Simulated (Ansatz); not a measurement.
One change: `CBC[SiH2]C` becomes `C[SiH2]CSS`.

Ansatz, PBE0-D4/def2-TZVP geometries, multiplicity 1. Each molecule was computed in one conformer, which needn't be the lowest.

```tsv
property	`CBC[SiH2]C`
LUMO energy (PBE/def2-TZVPP) / eV	-1.63
size of the dipole moment (B3LYP/def2-TZVPP) / D	1.19
HOMO–LUMO gap (ωB97M-V/def2-TZVPP) / eV	11.87
size of the dipole moment (ωB97M-V/def2-TZVPP) / D	1.19
HOMO energy (B3LYP/def2-TZVPP) / eV	-8.18
LUMO energy (PBE0/def2-TZVPP) / eV	-0.66
```

Give the same properties after the change, and the shifts. (An estimate is asked.)

Ansatz gave: 
```
                                          property  `C[SiH2]CSS`  shift
                 LUMO energy (PBE/def2-TZVPP) / eV         -1.56   0.07
  size of the dipole moment (B3LYP/def2-TZVPP) / D          1.48   0.29
           HOMO–LUMO gap (ωB97M-V/def2-TZVPP) / eV         10.48  -1.39
size of the dipole moment (ωB97M-V/def2-TZVPP) / D          1.50   0.31
               HOMO energy (B3LYP/def2-TZVPP) / eV         -6.58   1.60
                LUMO energy (PBE0/def2-TZVPP) / eV         -0.55   0.11
```

With PBE0 the HOMO rises by 1.57 eV and the LUMO rises by 0.11 eV, so the gap narrows by about 1.46 eV. PBE moves the HOMO by 1.47 eV and ωB97M-V by 1.66 eV. Dipoles are sizes alone; their direction can turn.

B3LYP here is the variant with VWN-RPA as its local correlation; programs differ in this.
